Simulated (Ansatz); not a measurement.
Total energies of cyclo-(SnH2)3 (Sn₃H₆) from Ansatz at PBE0-D4/def2-TZVP, gas phase (1 Eh = 27.2114 eV = 2625.5 kJ/mol). The reference geometry is relaxed at PBE0-D4/def2-SVP.

```
                 state                     geometry  energy (Eh)
      charge 0 singlet                    reference   -646.49959
      charge 1 doublet                    reference   -646.20407
      charge 1 doublet  relaxed at PBE0-D4/def2-SVP   -646.22741
free Sn atom (triplet)                            –   -214.25870
 free H atom (doublet)                            –     -0.50104
```

In the def2 sets Sn takes a core potential; there is no spin–orbit coupling.

Problem. Work out the vertical ionisation energy to the doublet.

Solution. E(charge 1 doublet) − E(charge 0 singlet) = -646.20407 − (-646.49959) = 0.29552 Eh = 8.04 eV. For comparison, −ε of the highest occupied level is 6.39 eV at this level, 1.65 eV less.

Problem. How much does the charge 1 doublet relax, and what is the adiabatic ionisation energy?

Solution. Relaxation: -646.20407 − (-646.22741) = 0.02334 Eh = 0.64 eV. Adiabatic ionisation energy: 0.27218 Eh = 7.41 eV, without zero-point energy. 

Problem. What is the binding energy per atom against free atoms?

Solution. Atoms: 3 × (-214.25870) + 6 × (-0.50104) = -645.78234 Eh. Binding: -645.78234 − (-646.49959) = 0.71725 Eh = 19.52 eV, or 2.17 eV for each of 9 atoms (no zero-point energy, no counterpoise term).
